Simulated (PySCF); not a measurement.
C₆ coefficients of unlike pairs at PBE0

Calculated with PySCF 2.14 from the dipole response of each species, C₆(A,B) = (3/π) ∫ α_A(iu) α_B(iu) du, in atomic units, from isotropic polarisabilities. For ions this is the dispersion term alone; charge-induced terms of lower order in 1/R come first.

```
species           configuration                                                                                              basis      relativity  α (bohr³)  C₆ (like pair)
     In  [Kr] 4d10 5s2 5p1 (2P)                                                              aug-cc-pVDZ-PP with ECP28MDF (5s4p3d)  core potential      73.52           736.7
   Hg²⁺     [Xe] 4f14 5d10 (1S)  aug-cc-pVTZ-PP with one added diffuse shell each of s, p, d, f, g type with ECP60MDF (7s7p6d4f3g)  core potential      7.903           51.26
   Au²⁺      [Xe] 4f14 5d9 (2D)                                                        aug-cc-pwCVTZ-PP with ECP60MDF (8s8p7d4f3g)  core potential      8.663           56.39
    Li⁺                1s2 (1S)                                                                              dyall-acv3z (15s9p3d)            none     0.2024         0.08358
```

(1) Estimate C₆ for Li⁺ with Au²⁺.

No spin-orbit coupling is included.

The other pairs:

| pair | C₆ |
| --- | --- |
| Hg²⁺, In | 142.9 |
| Au²⁺, In | 153.8 |
| Li⁺, In | 4.187 |
| Li⁺, Hg²⁺ | 1.939 |
| Au²⁺, Hg²⁺ | 53.73 |

Results:

(1) The integral gives 2.007. The combination rule 2 C_A C_B / (C_A α_B/α_A + C_B α_A/α_B) gives 1.926 and the geometric mean 2.171.
